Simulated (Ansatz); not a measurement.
Consider the ligand exchange at a B–N bond: `BN[SiH]([SiH3])S` + `C[NH][ZnH]` → `B[N](C)[ZnH]` + `N[SiH]([SiH3])S`.

Isolated molecules relaxed with PBE0-D4/def2-TZVP in Ansatz; ΔE leaves out vibrations. CBS: MP2 limit from def2 TZ/QZ plus the TZ coupled-cluster correction, frozen cores. DFT in def2-TZVPP. For Zn outer-core shells are correlated without core-valence functions, which leaves a few kJ/mol of doubt a bond. Scalar relativity is left out up to krypton. One conformer a species, not always the lowest.

`BN[SiH]([SiH3])S`:

Z-matrix (Å, degrees):
```
Si
N 1 1.746
S 1 2.142 2 112.0
Si 1 2.337 2 110.3 3 123.4
H 1 1.487 2 109.5 3 -112.0
B 2 1.398 1 126.4 3 -118.6
H 2 1.012 1 116.4 3 59.5
H 3 1.344 1 94.9 2 68.5
H 4 1.488 1 106.8 2 175.1
H 4 1.486 1 112.7 2 55.3
H 4 1.487 1 109.7 2 -67.1
H 6 1.200 2 118.9 1 -0.5
H 6 1.197 2 120.1 1 179.3
```

`C[NH][ZnH]`:

Cartesian coordinates in Å:
```
C -0.095 -0.012 -1.082
N 0.528 -0.117 0.217
Zn -0.229 0.111 1.844
H -0.048 -0.950 -1.653
H -1.154 0.239 -0.982
H 0.354 0.773 -1.707
H 1.506 -0.347 0.148
H -0.861 0.302 3.215
```

`B[N](C)[ZnH]`:

```xyz
10

B    -0.722   -0.467    1.094
N    -0.066   -0.023   -0.042
C     1.256    0.563   -0.015
Zn   -1.164   -0.321   -1.500
H    -1.830   -0.944    0.958
H    -0.229   -0.393    2.189
H     1.637    0.591    1.011
H     1.964   -0.010   -0.622
H     1.251    1.588   -0.401
H    -2.096   -0.583   -2.673
```

`N[SiH]([SiH3])S`:

Z-matrix (Å, degrees):
```
Si
Si 1 2.339
S 1 2.161 2 107.6
N 1 1.713 2 110.4 3 120.9
H 1 1.487 2 112.3 3 -120.7
H 2 1.488 1 112.1 3 168.7
H 2 1.489 1 109.6 3 47.9
H 2 1.489 1 109.2 3 -70.7
H 3 1.344 1 94.9 2 -47.7
H 4 1.007 1 120.7 2 -53.7
H 4 1.007 1 120.1 2 159.7
```

```tsv
level	ΔE (kcal/mol)
ωB97M-V	-4.2
HF/def2-TZVPP	-4.3
```

(1) What does CCSD(T)/CBS give? (Best estimate.)

Largest T1 diagnostic among the species: 0.016.

## Answers

(1) Ansatz gave: -4.5 kcal/mol. The listed levels differ from it by 0.3, 0.2 kcal/mol.
